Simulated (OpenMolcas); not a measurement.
**How methods differ on CH3AlF2O (SMILES C[O][Al]([F])[F])**

CH3AlF2O has 8 atoms, charge 0, and is taken as a singlet. As SMILES, `C[O][Al]([F])[F]`. The shape is that of a PBE0-D4/def2-TZVP optimisation.

Quantity: the vertical energy of the triplet above the singlet, in eV. The values are calculated.

| level | kind | program | value (eV) | less CCSD(T)/6-31G* |
| --- | --- | --- | --- | --- |
| HF/6-31G* (spherical functions) | Hartree–Fock | OpenMolcas | 6.24 | -0.53 |
| SVWN5/6-31G* (spherical functions) | LDA | OpenMolcas | 5.91 | -0.86 |
| BLYP/6-31G* (spherical functions) | GGA | OpenMolcas | 5.87 | -0.90 |
| PBE/6-31G* (spherical functions) | GGA | OpenMolcas | 5.88 | -0.89 |
| r2SCAN/6-31G* (spherical functions) | meta-GGA | OpenMolcas | 6.26 | -0.51 |
| B3LYP/6-31G* (spherical functions) | global hybrid | OpenMolcas | 6.28 | -0.49 |
| BHLYP/6-31G* (spherical functions) | global hybrid | OpenMolcas | 6.49 | -0.28 |
| CCSD(T)/6-31G* (spherical functions), open shells restricted | coupled cluster or CI | OpenMolcas | 6.77 | 0.00 |

CCSD(T)/6-31G* (spherical functions), open shells restricted is the highest level here, not the true value. The values span 5.87 to 6.77 eV. A triplet this far above the singlet is often a Rydberg-like or dissociative state; sets without diffuse functions put Rydberg states too high.
